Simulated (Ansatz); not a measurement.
The cluster B₅⁻. Charge -1, multiplicity 1. Geometry r2SCAN-D4/def2-SVPD.

```xyz
5

B    -0.750    0.378   -0.674
B    -0.055   -1.056   -0.206
B     0.794    0.668    0.867
B     0.822    0.126   -0.834
B    -0.811   -0.116    0.847
```

The restricted singlet is unstable towards broken spin symmetry in Hartree–Fock (as tested in another run); at PBE-D4/def2-TZVPD, revPBE-D4/def2-TZVPD, r2SCAN-D4/def2-TZVPD, PBE0-D4/def2-TZVPD and others this wasn't settled. At PBE-D4/def2-TZVPD, revPBE-D4/def2-TZVPD, r2SCAN-D4/def2-TZVPD the highest occupied level of the charge -1 singlet lies above zero (up to 0.48 eV). The electron is either unbound and held by the finite basis, or the level is raised by self-interaction error. Another isomer (triplet) lies 2.82 eV lower at PBE0-D4/def2-TZVPD; other spin states weren't run for this one.

Q: Estimate the orbital energies around the gap (eV) in Ansatz with PBE-D4/def2-TZVPD, revPBE-D4/def2-TZVPD, r2SCAN-D4/def2-TZVPD, PBE0-D4/def2-TZVPD, CAM-B3LYP-D4/def2-TZVPD.

A: 
| orbital | PBE-D4/def2-TZVPD | revPBE-D4/def2-TZVPD | r2SCAN-D4/def2-TZVPD | PBE0-D4/def2-TZVPD | CAM-B3LYP-D4/def2-TZVPD |
| --- | --- | --- | --- | --- | --- |
| HOMO−9 | -172.06 | -172.26 | -175.39 | -179.71 | -180.65 |
| HOMO−8 | -172.06 | -172.26 | -175.39 | -179.71 | -180.65 |
| HOMO−7 | -12.43 | -12.42 | -13.34 | -14.70 | -16.26 |
| HOMO−6 | -5.54 | -5.52 | -6.10 | -7.20 | -8.69 |
| HOMO−5 | -5.33 | -5.30 | -5.79 | -6.86 | -8.30 |
| HOMO−4 | -4.01 | -3.99 | -4.41 | -5.29 | -6.60 |
| HOMO−3 | -1.59 | -1.54 | -1.75 | -2.41 | -3.52 |
| HOMO−2 | -0.76 | -0.71 | -0.94 | -1.82 | -3.09 |
| HOMO−1 | -0.13 | -0.09 | -0.29 | -1.21 | -2.52 |
| HOMO | 0.45 | 0.48 | 0.35 | -0.33 | -1.36 |
| LUMO | 0.89 | 0.93 | 0.97 | 1.70 | 2.77 |
| LUMO+1 | 1.17 | 1.23 | 1.34 | 2.06 | 3.17 |
| LUMO+2 | 2.07 | 2.13 | 2.30 | 2.79 | 3.53 |
| LUMO+3 | 3.17 | 3.17 | 3.54 | 3.64 | 4.06 |
| LUMO+4 | 3.45 | 3.39 | 4.02 | 3.85 | 4.32 |
| LUMO+5 | 3.53 | 3.48 | 4.09 | 3.92 | 4.37 |
